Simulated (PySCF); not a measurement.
These compounds are isomers of formula C3H5FN2Si.

A. SMILES Fc1ccn([SiH3])n1
B. `Fc1nccn1[SiH3]`
C. `C(/[C@@H](C#N)F)=N/[SiH3]`
D. `InChI=1S/C3H5FN2Si/c4-1-3(2-5)6-7/h1H2,7H3/b6-3+`

Spectrum 1. 13C{1H} NMR (computed): δ 177.2 (C), 140.5 (CH), 99.4 (CH).

Spectrum 2. 13C{1H} NMR (computed): δ 172.1 (CH), 117.6 (C), 81.4 (CH).

Spectrum 3. 13C{1H} NMR (computed): δ 152.0 (C), 117.2 (C), 93.1 (CH2).

Spectrum 4. 13C{1H} NMR (computed): δ 162.7 (C), 132.6 (CH), 120.8 (CH).

- σ from GIAO-PBE0/pcSseg-1
- coordinates at the GFN2-xTB level
- run in PySCF 2.14
- no solvent model, rapidly exchanging positions averaged, non-relativistic, a single conformation

Shifts are taken against calculated references (same method and geometry level): 13C (σ = 186.93 ppm) vs TMS. Splittings of carbon signals by F and P are missing where no couplings were computed. Shifts are as computed. Against solution values, carbons near 30 ppm lie about +3 ppm off and those near 130 ppm about +5 ppm. Of 1211 compounds with measured shifts, 218 miss one by over three times the rms of a fit or turn the order of signals round; such compounds aren't used in these exercises.

Match each spectrum to its structure.

Answers

1–A, 2–C, 3–D, 4–B.

- Spectrum 1 (A): 3 13C signals; δC 177.2 is an aromatic carbon bearing fluorine; δC 140.5 is an aromatic CH next to a ring nitrogen.
- Spectrum 2 (C): 3 13C signals; δC 117.6 is a nitrile carbon; δC 81.4 is an sp3 CH bonded to F, α to a nitrile.
- Spectrum 3 (D): 3 13C signals; δC 117.2 is a nitrile carbon; δC 93.1 is an sp3 CH2 bonded to F.
- Spectrum 4 (B): 3 13C signals; δC 162.7 is an aromatic carbon bearing fluorine; δC 132.6 is an aromatic CH next to a ring nitrogen.
